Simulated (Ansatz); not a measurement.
`[Cl][Sn][Cl]` + CH₃OH → `C[O][Sn][Cl]` + HCl at 600 K and 1 bar (ligand exchange at the Sn–Cl bond).

Isolated molecules relaxed with PBE0-D4/def2-TZVP in Ansatz; ΔE leaves out vibrations. CBS: MP2 limit from def2 TZ/QZ plus the TZ coupled-cluster correction, frozen cores. This one scheme is used for every species. Elements past krypton have def2 core potentials. For Sn outer-core shells are correlated without core-valence functions, which leaves a few kJ/mol of doubt a bond. Each species was taken in one conformer, which may not be the lowest.

| species | CCSD(T)/CBS energy (Eh) | H − E (kJ/mol) | S (J/(mol·K)) |
| --- | --- | --- | --- |
| `[Cl][Sn][Cl]` | -1133.69328 | 35.5 | 345.1 |
| CH₃OH | -115.61712 | 163.6 | 277.3 |
| `C[O][Sn][Cl]` | -788.90874 | 157.8 | 409.3 |
| HCl | -460.38127 | 35.4 | 207.2 |

H − E and S are ideal-gas, rigid-rotor, harmonic terms from PBE0-D4/def2-TZVP, for one conformer and one mirror image of each species. 1 Eh = 2625.50 kJ/mol, R = 8.31446 J/(mol·K).

**Question.** By hand: ΔE, ΔH, ΔS and ΔG.

**Answer.** ΔE = (-788.90874) + (-460.38127) − (-1133.69328) − (-115.61712) = 0.02039 Eh = 53.5 kJ/mol. Δ(H − E) = 157.8 + 35.4 − 35.5 − 163.6 = -5.9, so ΔH = 47.6 kJ/mol. ΔS = 409.3 + 207.2 − 345.1 − 277.3 = -5.9 J/(mol·K). ΔG = 47.6 − 600 × (-5.9)/1000 = 51.1 kJ/mol.

**Question.** By hand: the equilibrium constant, and the temperature at which ΔG would vanish if ΔH and ΔS stayed fixed.

**Answer.** log₁₀ K = −ΔG/(RT ln 10) = -4.4. ΔH and −TΔS have one sign here, so there is no such temperature.

The number of gas molecules stays the same, so ΔS is small and ΔH decides. A doubt of 5 kJ/mol in ΔE shifts log₁₀ K by 0.4 here. Other conformers and mirror images would add mixing entropy, several J/(mol·K) or more a flexible species. These are equilibria of isolated gas molecules and say nothing of rates. Largest T1 diagnostic: 0.017 (customary marks: 0.02 for closed shells, 0.045 for open ones).

ΔS is within the doubt of such terms, so its sign, and with it that verdict, could turn.
